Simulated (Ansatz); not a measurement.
Consider the ligand exchange at a Mo–O bond: `[O]=[Mo]([OH])([OH])([OH])[F]` + H–F → `[O]=[Mo]([OH])([OH])([F])[F]` + H₂O.

Isolated molecules relaxed with PBE0-D4/def2-TZVP in Ansatz; ΔE leaves out vibrations. CBS: MP2 limit from def2 TZ/QZ plus the TZ coupled-cluster correction, frozen cores. This one scheme is used for every species. Functionals use def2-TZVPP. B3LYP here is the variant with VWN-RPA as its local correlation; programs differ in this. def2 core potentials past Kr. For Mo outer-core shells are correlated without core-valence functions, which leaves a few kJ/mol of doubt a bond. Each species was taken in one conformer, which may not be the lowest.

(1) Is it downhill or uphill in electronic energy at CCSD(T)/CBS, and by how much? (Best estimate.)

(2) What do these levels give: r2SCAN-D4, PBE0-D4, ωB97X-V, ωB97M-V, PBE, PBE0, B3LYP, MP2/def2-TZVPP, HF/def2-QZVPP, MP2/def2-QZVPP, SCS-MP2/def2-QZVPP, MP2/CBS(def2)? (An estimate is asked.)

Largest T1 diagnostic among the species: 0.024, so the coupled-cluster value is less sure than usual.

Answers

(1) Computed: Downhill: ΔE = -4.9 kcal/mol.

(2) The calculation gave: r2SCAN-D4 -7.5, PBE0-D4 -6.3, ωB97X-V -7.2, ωB97M-V -6.8, PBE -7.6, PBE0 -6.8, B3LYP -7.5, MP2/def2-TZVPP -4.2, HF/def2-QZVPP -7.1, MP2/def2-QZVPP -4.4, SCS-MP2/def2-QZVPP -5.2, MP2/CBS(def2) -4.3 kcal/mol.

The D4 term adds +0.9 kcal/mol with B3LYP and +0.5 kcal/mol with PBE0; it sums over pairs of atoms, weighted by their polarisabilities, and B3LYP, whose exchange is more repulsive, gets the larger term. In def2-TZVPP, CCSD(T) changes the Hartree–Fock value by +2.0 kcal/mol (the triples alone add +0.2 kcal/mol) and MP2 by +2.6 kcal/mol.
